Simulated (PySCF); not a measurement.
**Radial density of Ti⁺ (titanium, charge +1)**

LDA, [Ar] 3d2 4s1, high-spin 4F determinant. All numbers are calculated (PySCF 2.14, the spin-free X2C one-electron Hamiltonian (Gaussian nucleus), in x2c-TZVPall (6s5p4d1f, 48 functions)).

```
r (bohr)  4πr²ρ (e/bohr)  4πr²(ρα − ρβ)
 0.00132          0.1934         0.0001
 0.00222          0.4956         0.0003
 0.00374           1.251         0.0007
 0.00629           3.032         0.0016
  0.0106           6.843         0.0036
  0.0178           13.66         0.0069
  0.0299           22.26         0.0099
  0.0503           26.12         0.0074
  0.0847           21.05        -0.0004
   0.142           21.61         0.0189
   0.240           27.90         0.1032
   0.403           13.65         0.3817
   0.678           8.845         1.0942
    1.14           8.345         1.2206
    1.92           1.858         0.8199
    3.23          0.5062         0.4877
    5.43         0.05113         0.0511
    9.13       0.0001243         0.0001
```

Densities and radii are taken from the X2C orbitals without a picture-change correction, which distorts them close to the nucleus.
